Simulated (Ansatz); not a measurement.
`F[SiH]([SiH3])P` + `[OH][Cd][F]` → `[F][Cd][O][SiH3]` + `F[SiH2]P`  (cleavage of the Si–Si bond)

Program: Ansatz. Geometries: PBE0-D4/def2-TZVP. ΔE: electronic, gas phase. CCSD(T)/CBS adds triple-zeta CCSD(T) − MP2 to the extrapolated MP2 energy (def2 sets, frozen cores). DFT in def2-TZVPP. Elements past krypton have def2 core potentials. For Cd outer-core shells are correlated without core-valence functions, which leaves a few kJ/mol of doubt a bond. One conformer a species, not always the lowest.

| level | ΔE (kcal/mol) |
| --- | --- |
| ωB97M-V | -26.0 |
| B2PLYP | -26.6 |
| PBE-QIDH | -25.3 |
| CCSD(T)/def2-TZVPP | -26.3 |

Question: What does CCSD(T)/CBS give? (Estimate.)

Answer: Ansatz gave: -25.0 kcal/mol. The listed levels differ from it by -1.0, -1.6, -0.3, -1.3 kcal/mol.

Largest T1 diagnostic among the species: 0.017.

From r2SCAN to r2SCAN0 (25 % exact exchange), in def2-TZVPP and without D4, ΔE moves by −1.6 kcal/mol. The D4 term adds +1.0 kcal/mol with B3LYP and +0.6 kcal/mol with PBE0; it sums over pairs of atoms, weighted by their polarisabilities, and B3LYP, whose exchange is more repulsive, gets the larger term.

B3LYP here is the variant with VWN-RPA as its local correlation; programs differ in this.
